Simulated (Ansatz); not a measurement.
FGeH2I (`[F][GeH2][I]`). Charge 0, multiplicity 1. I: def2 effective core potential.

Cartesian coordinates in Å:
```
F -1.659 -0.024 0.457
Ge -0.046 -0.099 -0.173
I 1.443 1.017 1.484
H -0.052 0.689 -1.485
H 0.313 -1.583 -0.283
```

Q: List the harmonic frequencies (cm⁻¹, unscaled) at PBE0-D4/def2-TZVP in Ansatz. (An estimate is asked.)

A: Ansatz gave: 155, 266, 502, 642, 702, 779, 847, 2184, 2202.

Q: Is this a minimum?

A: Yes, all 9 modes are real.

Q: Give the ideal-gas thermochemistry at 298.15 K and 1 bar (rigid rotor, harmonic oscillator; point group Cs, symmetry number 1).

A: Zero-point energy 49.5 kJ/mol; H(298) − E = 64.0 kJ/mol; entropy 315.1 J/(mol·K), of which translation 176.2, rotation 113.9, vibration 25.0; G(298) − E = -30.0 kJ/mol.

Q: And at 400, 500, 600, 800 and 1000 K?

A: 
```
T (K)  H − E (kJ/mol)  S (J/mol/K)  G − E (kJ/mol)
  400            71.2        335.8           -63.2
  500            79.0        353.2           -97.6
  600            87.3        368.3          -133.7
  800           104.9        393.7          -210.0
 1000           123.7        414.6          -290.9
```
